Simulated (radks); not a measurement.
The numbers below are computed, except where a source is named.
Polarisability of the silicon ion Si7+, [He] 2s2 2p3, at imaginary frequency. Code: a radial shooting solver on a logarithmic mesh with Libxc functionals. Model: non-relativistic Kohn-Sham, LDA (Slater exchange, Perdew-Wang correlation), spin-polarised, spherical densities, point nucleus; open shells are filled with parallel spins first. Response by self-consistent Sternheimer equations with the Hartree and adiabatic LDA kernel.

| w (hartree) | alpha1(iw) (bohr^3) |
|---|---|
| 0.00266 | 0.1358 |
| 0.0143 | 0.1358 |
| 0.0360 | 0.1358 |
| 0.0697 | 0.1356 |
| 0.118 | 0.1353 |
| 0.186 | 0.1345 |
| 0.280 | 0.1328 |
| 0.413 | 0.1295 |
| 0.605 | 0.1233 |
| 0.892 | 0.1125 |
| 1.35 | 0.09618 |
| 2.12 | 0.07624 |
| 3.59 | 0.05630 |
| 6.94 | 0.03511 |
| 17.5 | 0.01162 |

Static values: alpha1 = 0.1358 bohr^3 (0.02013 angstrom^3; uncoupled 0.1690). C6 = 0.04201, triple-dipole C9 = 0.003534 atomic units. One-pole (London) frequency 4 C6 / (3 alpha1^2) = 3.036 hartree, against 10.323 for minus the highest occupied eigenvalue. The dipole shielding factor is 0.500, as the force sum rule N/Z = 0.500 demands.
